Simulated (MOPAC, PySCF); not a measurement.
C8H15B, SMILES `B[C@@H]1CCC[C@@H](C=C)C1`, neutral singlet in the gas phase. 

Cartesian coordinates (Å):
```xyz
24

B     -2.5053    -1.4321    -0.7448
C     -1.3437    -0.5484    -0.2298
C     -1.6314     0.4967     0.8628
C     -0.3518     1.0134     1.5337
C      0.6583     1.5276     0.4996
C      1.0079     0.4707    -0.5776
C      1.8445    -0.6529    -0.0201
C      3.1021    -0.9393    -0.3994
C     -0.2934    -0.0499    -1.2380
H     -2.3862    -2.0665    -1.7799
H     -3.4949    -1.6094    -0.0533
H     -0.9087    -1.4689     0.2914
H     -2.1593     1.3538     0.3864
H     -2.3341     0.0830     1.6153
H     -0.5954     1.8205     2.2563
H      0.1057     0.1956     2.1336
H      1.5871     1.8750     0.9978
H      0.2242     2.4139    -0.0155
H      1.6142     0.9701    -1.3641
H      1.3784    -1.2816     0.7614
H      3.6168    -0.3423    -1.1717
H      3.6663    -1.7742     0.0448
H     -0.0559    -0.8435    -1.9755
H     -0.7451     0.7887    -1.8132
```
Charge 0, multiplicity 1.

All levels are single points at this geometry (PBE-D3(BJ)/def2-SVP); Pople sets use spherical d functions. Orbital energies aren't observables, and empty levels follow the basis.

M06-2X/6-31G* in PySCF gives gap (eV) = 8.53.

Question: Estimate the gap (eV) from each of these levels: PBE-D3(BJ)/def2-TZVP in PySCF; B3LYP/6-31G* in PySCF; HF/3-21G in PySCF; HF/6-31G* in PySCF; HF/STO-3G in PySCF; AM1 in MOPAC; PM3 in MOPAC; PM7 in MOPAC.

Answer: 
```tsv
level	gap (eV)
PBE-D3(BJ)/def2-TZVP in PySCF	4.07
B3LYP/6-31G* in PySCF	5.89
HF/3-21G in PySCF	12.60
HF/6-31G* in PySCF	12.73
HF/STO-3G in PySCF	15.52
AM1 in MOPAC	11.25
PM3 in MOPAC	10.88
PM7 in MOPAC	9.62
```
